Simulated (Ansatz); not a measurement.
Species: C$_{3}$H$_{8}$BrSi, net charge 0, doublet state. It need not be the lowest isomer of its formula. 
Geometry from a B3LYP-D3(BJ)/def2-TZVP (Ansatz, an electronic-structure program) optimisation:
```
Si
C 1 1.8344
H 2 1.0845 1 122.53
H 2 1.0845 3 114.65 1 -174.01
C 1 1.8647 2 111.70 3 156.90
H 5 1.0910 1 110.90 2 55.02
H 5 1.0911 6 108.08 1 -121.60
H 5 1.0929 6 108.32 7 -117.24
C 1 1.8647 2 111.70 3 29.57
H 9 1.0910 1 110.90 2 -55.02
H 9 1.0911 10 108.08 1 121.60
H 9 1.0929 10 108.32 11 117.24
Br 1 2.2750 2 106.66 3 -86.77
```
Charge 0, spin multiplicity 2.

Computed values are from Ansatz. Cores are frozen in the correlated levels unless marked. UHF or UKS for open shells. No spin-orbit coupling. The frozen core is the preceding noble-gas configuration, with the filled d and f shells of earlier blocks. No relativistic terms. CBS marks a two-point X^-3 extrapolation of the correlation energy; Hartree-Fock from the larger set.

Q: What is the total energy at CCSD(T)/CBS(def2-TZVPP,def2-QZVPP)?

A: -2980.7533 Eh.

Q: What is the T1 diagnostic at CCSD/def2-QZVPP?

A: 0.011.

Q: What is the dipole moment at CCSD(T)/def2-SVPD?

A: 2.41 D.

Q: What is the atomisation energy De at CCSD(T)/CBS(def2-TZVPP,def2-QZVPP)?

A: 1136.0 kcal/mol.
